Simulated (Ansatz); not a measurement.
Gas-phase electronic energies from Ansatz, PBE0-D4/def2-TZVP geometries. CBS: MP2 limit from def2 TZ/QZ plus the TZ coupled-cluster correction, frozen cores. This one scheme is used for every species. Each species was taken in one conformer, which may not be the lowest.

Reaction (cleavage of the B–Si bond): `N[SiH](F)BCl` + NH₃ → `NBCl` + `N[SiH2]F`

`N[SiH](F)BCl`:

Z-matrix (Å, degrees):
```
Si
F 1 1.612
B 1 2.019 2 105.5
N 1 1.697 2 114.7 3 118.5
H 1 1.483 2 105.2 3 -123.7
Cl 3 1.745 1 118.2 2 86.7
H 3 1.193 1 126.3 2 -92.9
H 4 1.006 1 123.0 2 79.5
H 4 1.007 1 121.5 2 -78.2
```

NH₃:

Z-matrix (Å, degrees):
```
N
H 1 1.013
H 1 1.013 2 107.1
H 1 1.013 2 107.1 3 -114.5
```

`NBCl`:

```xyz
6

N     0.228    0.695    0.225
B    -0.297   -0.490   -0.258
Cl    0.467   -2.026    0.169
H    -0.177    1.588    0.006
H     1.039    0.735    0.819
H    -1.260   -0.503   -0.960
```

`N[SiH2]F`:

```xyz
7

N     0.971    0.378   -0.107
Si   -0.554   -0.343    0.065
F    -1.777    0.691    0.154
H     1.290    0.748   -0.987
H     1.453    0.797    0.671
H    -0.570   -1.099    1.336
H    -0.813   -1.172   -1.133
```

| species | MP2/CBS(def2) energy (Eh) |
| --- | --- |
| `N[SiH](F)BCl` | -930.59649 |
| NH₃ | -56.48866 |
| `NBCl` | -541.11431 |
| `N[SiH2]F` | -446.03487 |

(1) Work out ΔE.

Largest T1 diagnostic among the species: 0.013.

Results:

(1) ΔE = (-541.11431) + (-446.03487) − (-930.59649) − (-56.48866) = -0.06403 Eh = -168.1 kJ/mol. CCSD(T)/CBS gives -161.1 kJ/mol.

In def2-TZVPP, CCSD(T) changes the Hartree–Fock value by +13.3 kJ/mol (the triples alone add +1.6 kJ/mol) and MP2 by +6.3 kJ/mol. From PBE to PBE0 (25 % exact exchange), in def2-TZVPP and without D4, ΔE moves by −4.4 kJ/mol. The D4 term adds +6.2 kJ/mol with B3LYP and +3.6 kJ/mol with PBE0; it sums over pairs of atoms, weighted by their polarisabilities, and B3LYP, whose exchange is more repulsive, gets the larger term.

B3LYP here is the variant with VWN-RPA as its local correlation; programs differ in this.
